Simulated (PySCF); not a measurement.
Job for PySCF: R-BP86/6-31G* on C2H5Cl (a complex).

```python
from pyscf import gto, scf, dft, mp
from pyscf.data.elements import chemcore

mol = gto.M(
    atom='''
    Cl    0.30878794   -0.48083887    0.00354407
    H     0.19250176   -0.28751925    1.27725835
    C    -0.59402337    0.36381019    3.45879245
    C     0.56243093   -0.25604917    3.65971911
    H    -1.53441648   -0.17386344    3.45266854
    H    -0.64557846    1.43363256    3.29656835
    H     1.50245572    0.28222281    3.66964498
    H     0.61365976   -1.32524551    3.82593073
    ''',
    basis='6-31g*',
    cart=True,
    charge=0, spin=0, verbose=3, max_memory=1800)
mf = dft.RKS(mol, xc='b88,p86')
mf.conv_tol = 1e-8
mf.max_cycle = 100
mf.kernel()
if not mf.converged:
    mf = mf.newton().run(mf.mo_coeff, mf.mo_occ)
```

The log:

```
converged SCF energy = -539.40770821568
```

Self-consistency was reached.

Cost: around 4 core-seconds (rough).
